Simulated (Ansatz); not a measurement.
This singlet lies 1.20 eV below the relaxed triplet at the level frozen-core CCSD(T)/cc-pVTZ // PBE0-D3(BJ)/def2-SVP (Ansatz, a program for electronic structure).

Species: C$_{3}$H$_{4}$Si, SMILES `C#C[Si]C` (lower singlet) (charge 0, multiplicity 1), formula C3H4Si.

Task: How many basis functions does frozen-core CCSD(T)/cc-pVTZ // PBE0-D3(BJ)/def2-SVP run with Ansatz use, how many core orbitals are frozen, and how many electrons are correlated?

Result: 180 basis functions and 8 frozen orbitals, which leaves 20 correlated electrons. Core time is of the order of seconds.
